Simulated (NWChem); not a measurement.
Species: CHFO₃Si; SMILES O=C1O[SiH](F)O1

```xyz
7

O     -0.3554    -2.3812     0.0000
C     -0.0885    -1.2229     0.0000
O      0.1121    -0.3823     1.1018
Si     0.4241     0.8881     0.0000
F     -0.6807     2.0636     0.0000
O      0.1121    -0.3823    -1.1018
H      1.7700     1.4990     0.0000
```
Atoms are numbered in this order, from 1.

Program: NWChem. Pople sets run with spherical d functions. Medium grid unless said otherwise, to which SCAN and Minnesota functionals are sensitive. Geometry: optimised at PBE-D3(BJ)/def2-SVP.

Order these by “highest occupied level (eV)”, lowest first: PBE/6-31G*; B3LYP/6-31G*; BHandHLYP/6-31G*; LC-wPBE (HJS exchange hole, range parameter 0.4 per bohr)/6-31G*; M06/6-31G*.

LC-wPBE (HJS exchange hole, range parameter 0.4 per bohr)/6-31G* (-11.95), BHandHLYP/6-31G* (-10.79), M06/6-31G* (-9.32), B3LYP/6-31G* (-8.79), PBE/6-31G* (-7.37)
